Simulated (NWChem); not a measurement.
# BHSCl2; SMILES B(Cl)(S)Cl

```xyz
5

B      0.0039    -0.0135     0.0000
Cl     1.4490    -1.0017     0.0000
Cl    -1.5732    -0.7814     0.0000
S      0.2104     1.7666     0.0000
H     -1.1055     2.0698     0.0000
```
Atoms are numbered in this order, from 1.

Level: PBE0/def2-SVP (NWChem), optimised geometry, unscaled harmonic frequencies. 

List the harmonic frequencies with IR intensities, and the thermochemistry.


```csv
frequency (cm⁻¹),IR intensity (km/mol)
228,1.0
252,1.7
399,22.7
436,0.6
469,1.3
784,77.4
992,282.5
1023,230.2
2724,0.6
```

```yaml
zero_point_energy: 10.4 kcal/mol
thermal correction to the enthalpy at 298.15 K (with zero-point energy): 14.1 kcal/mol
heat capacity Cv: 15.1 cal/(mol K)
entropy at 298.15 K and 1 atm (symmetry number 1): 74.1 cal/(mol K)
dipole_moment: 1.28 D
```

Rigid rotor and harmonic oscillator.
